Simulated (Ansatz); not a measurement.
`B[Si](F)(F)[SiH3]` + `[NH2][AlH2]` → `B[NH][AlH2]` + `F[SiH](F)[SiH3]` at 600 K and 1 bar (cleavage of the B–Si bond).

Calculated with Ansatz (gas phase, PBE0-D4/def2-TZVP geometries, no zero-point term in ΔE). CCSD(T)/CBS is the MP2 limit (def2-TZVPP, def2-QZVPP) plus CCSD(T) − MP2 in def2-TZVPP, frozen cores. This one scheme is used for every species.

```json
{"species": "`B[Si](F)(F)[SiH3]`", "CCSD(T)/CBS energy (Eh)": "-805.62947", "H − E (kJ/mol)": "204.5", "S (J/(mol·K))": "482.1"}
{"species": "`[NH2][AlH2]`", "CCSD(T)/CBS energy (Eh)": "-299.14566", "H − E (kJ/mol)": "138.4", "S (J/(mol·K))": "304.9"}
{"species": "`B[NH][AlH2]`", "CCSD(T)/CBS energy (Eh)": "-324.56557", "H − E (kJ/mol)": "181.5", "S (J/(mol·K))": "358.2"}
{"species": "`F[SiH](F)[SiH3]`", "CCSD(T)/CBS energy (Eh)": "-780.26920", "H − E (kJ/mol)": "158.1", "S (J/(mol·K))": "412.5"}
```

H − E and S are ideal-gas, rigid-rotor, harmonic terms from PBE0-D4/def2-TZVP. 1 Eh = 2625.50 kJ/mol, R = 8.31446 J/(mol·K).

Q: By hand: ΔE, ΔH, ΔS and ΔG.

A: ΔE = (-324.56557) + (-780.26920) − (-805.62947) − (-299.14566) = -0.05964 Eh = -156.6 kJ/mol. Δ(H − E) = 181.5 + 158.1 − 204.5 − 138.4 = -3.3, so ΔH = -159.9 kJ/mol. ΔS = 358.2 + 412.5 − 482.1 − 304.9 = -16.3 J/(mol·K). ΔG = -159.9 − 600 × (-16.3)/1000 = -150.1 kJ/mol.

Q: By hand: the equilibrium constant, and the temperature at which ΔG would vanish if ΔH and ΔS stayed fixed.

A: log₁₀ K = −ΔG/(RT ln 10) = 13.1. ΔG = 0 at ΔH/ΔS = 9810 K, far beyond where these terms or the molecules hold.

ΔH outweighs TΔS. A doubt of 5 kJ/mol in ΔE shifts log₁₀ K by 0.4 here. These are equilibria of isolated gas molecules and say nothing of rates. Largest T1 diagnostic: 0.013 (customary marks: 0.02 for closed shells, 0.045 for open ones).
